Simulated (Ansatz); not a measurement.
Basis sets compared for Rb₅H₄. Total charge 0; doublet. Geometry B3LYP-D4/def2-SVP. Ansatz on 4 threads of Arm Neoverse V1 on a shared host; times are rough, and most runs start from earlier orbitals.

```xyz
9

Rb    4.699    1.529    1.285
Rb   -0.049   -0.769    1.905
Rb   -4.882   -0.502    1.075
Rb   -2.391   -0.923   -3.075
Rb    2.541    0.265   -1.871
H     2.332    0.263    1.063
H    -4.476   -0.765   -1.499
H    -2.623   -0.573    2.403
H     4.850    1.473   -1.286
```

In the def2 sets Rb takes a core potential; there is no spin–orbit coupling. Another isomer (doublet) lies 0.91 eV lower at PBE0-D4/def2-TZVP; other spin states weren't run for this one.

Binding counts from free atoms (Rb doublet, H doublet) in the same basis, without a counterpoise term.

```tsv
level	functions	energy (Eh)	HOMO (eV)	LUMO (eV)	binding per atom (eV)	wall time
PBE-D4/def2-SVP	140	-122.7975	-2.03	-1.56	1.19	4.8 s
PBE0-D4/def2-SVP	140	-122.8002	-2.44	-1.02	1.18	6.5 s
```

(1) Estimate the rows for PBE-D4/def2-TZVP (with forces), PBE0-D4/def2-TZVP.

Answers

(1) 
```csv
level,functions,energy (Eh),HOMO (eV),LUMO (eV),binding per atom (eV),wall time
PBE-D4/def2-TZVP (with forces),189,-122.8059,-2.01,-1.51,1.20,10 s
PBE0-D4/def2-TZVP,189,-122.8080,-2.43,-0.96,1.19,11 s
```
